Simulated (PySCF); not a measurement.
## Spinor energies of Hg (mercury, neutral)

Start: [Xe] 4f14 5d10 6s2. Calculated with PySCF 2.14 in x2c-SVPall-2c with one added diffuse shell each of s, p, d type (8s11p10d2f, 105 functions): generalised Hartree-Fock with the X2C-1e Hamiltonian and a Gaussian nucleus; one run each with spin-orbit coupling (SO) switched off, then screened by Boettger's factors.

```csv
spinor shell,electrons,"ε, spin-free (eV)","ε, screened SO (eV)",weight of nominal j (screened SO),"rms radius, screened SO (bohr)"
1s1/2,2,-83565.7,-83532.6,1.000,0.0187
2s1/2,2,-14965.1,-14954.8,1.000,0.0756
2p1/2,2,-12920.0,-14325.1,1.000,0.0639
2p3/2,4,-12920.0,-12371.6,1.000,0.0720
3s1/2,2,-3621.5,-3618.2,1.000,0.193
3p1/2,2,-3021.3,-3335.5,1.000,0.184
3p3/2,4,-3021.3,-2896.2,1.000,0.201
3d3/2,4,-2378.6,-2432.3,1.000,0.177
3d5/2,6,-2378.6,-2339.7,1.000,0.180
4s1/2,2,-834.07,-833.14,1.000,0.424
4p1/2,2,-633.88,-710.56,1.000,0.429
4p3/2,4,-633.88,-603.24,1.000,0.463
4d3/2,4,-390.88,-402.45,1.000,0.476
4d5/2,6,-390.88,-382.32,1.000,0.486
5s1/2,2,-138.92,-138.85,1.000,0.970
4f5/2,6,-119.63,-121.63,1.000,0.526
4f7/2,8,-119.63,-117.49,1.000,0.528
5p1/2,2,-82.645,-95.587,1.000,1.09
5p3/2,4,-82.645,-77.421,1.000,1.14
5d3/2,4,-16.535,-17.859,1.000,1.56
5d5/2,6,-16.535,-15.685,1.000,1.63
6s1/2,2,-8.931,-8.957,1.000,3.06
```

| quantity | spin-free | screened SO |
| --- | --- | --- |
| E (hartree) | -19606.66997 | -19638.41149 |
| M_J | 0 | 0 |
| ⟨J²⟩ | 0.000 | 0.000 |
| ⟨L²⟩ | 0.000 | 0.154 |
| ⟨S²⟩ | 0.000 | 0.154 |

Breit and QED terms are absent; they matter most for the inner s and p1/2 levels.

Densities and radii are taken from the X2C orbitals without a picture-change correction, which distorts them close to the nucleus.

Without spin-orbit coupling the j labels of p, d and f shells carry no meaning; the spin-free column gives the mean over the occupied spinors of each nl shell.
